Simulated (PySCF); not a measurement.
## Energy of Ti²⁺ (titanium, charge +2) between two integer charges

The 3d alpha orbital of [Ar] 3d2 is emptied in steps (occupation f), with all orbitals relaxed, ending at [Ar] 3d1. All numbers are calculated (PySCF 2.14, the non-relativistic Hamiltonian (point nucleus), in def2-TZVP). The exact energy is a straight line in f; departures are measured from the line between the end points of the same method.

Q: Among UHF, LDA, PBE, which shows the largest delocalisation error (convex curve), and which is closest to linear?

A: Most convex: LDA (-1.872 eV at f = 0.5); closest to linear: UHF (0.291 eV).

```json
{"f": "1", "UHF (eV)": "0.000", "LDA (eV)": "0.000", "PBE (eV)": "0.000"}
{"f": "0.75", "UHF (eV)": "0.225", "LDA (eV)": "-1.386", "PBE (eV)": "-1.358"}
{"f": "0.5", "UHF (eV)": "0.291", "LDA (eV)": "-1.872", "PBE (eV)": "-1.832"}
{"f": "0.25", "UHF (eV)": "0.212", "LDA (eV)": "-1.421", "PBE (eV)": "-1.388"}
{"f": "0", "UHF (eV)": "0.000", "LDA (eV)": "0.000", "PBE (eV)": "0.000"}
```

```csv
method,E(f=0) − E(f=1) (eV),−ε at f=1 (eV),−ε at f=0.5 (eV)
UHF,26.731,27.974,26.694
LDA,28.169,20.885,28.073
PBE,28.085,20.935,28.005
```

Reference removal energy between the ground levels: 27.492 eV (measured; NIST Atomic Spectra Database, ionization energies). The calculation has no spin-orbit coupling. UHF lacks correlation.
